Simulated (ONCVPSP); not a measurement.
**indium (In), ONCV: configuration errors across variants**

```
Element                 : indium (In)
Generator               : ONCVPSP 4.0.1
Type                    : optimised norm-conserving Vanderbilt (ONCV)
Functional              : PBEsol
Relativity              : scalar-relativistic
Frozen core             : [Kr] 4d10
Valence charge          : 3
Reference configuration : 5s1.75 5p1.25
Partial waves           : 5s: rc 2.15 bohr, ncon 4, nbas 8, qcut 2.5 1/bohr, local; 5p: rc 2.65 bohr, ncon 3, nbas 6, qcut 3.7 1/bohr, 1 projector
Local potential         : the s channel
Core correction         : Teter function, fcfact 2.25, rcfact 1.3
```

All-electron excitation energies from the reference (eV): (1) 5s2 5p1 -1.443; (2) 5s2 5p0 3.918; (3) 5s1 5p0 23.197; (4) 5s1 5p2 4.434.

1 further variants failed, have other tests or too few solved ones, and are left out.

Errors AE − PS in meV (a dash: test not solved or not reliable):

| change | (1) | (2) | (3) | (4) | bound ghosts | GHOST(+) flags above zero |
| --- | --- | --- | --- | --- | --- | --- |
| base | -0.1 | 0.0 | -99 | -3.3 | none | none |
| s: qcut 1.6; p: qcut 2.4 | +0.1 | +0.9 | -105 | -2.7 | none | none |
| s: qcut 2.1; p: qcut 3 | -0.1 | +0.5 | -102 | -3.1 | none | none |
| s: qcut 2.4; p: qcut 3.6 | -0.1 | +0.1 | -99 | -3.5 | none | none |
| s: qcut 2.9; p: qcut 4.3 | -0.1 | -0.2 | -97 | -3.0 | none | none |

Problem. Give the same row for: s: qcut 3.3; p: qcut 4.8.

Solution. -0.1, -0.2, -96, -2.5; bound ghosts: none; GHOST(+) flags above zero: none.
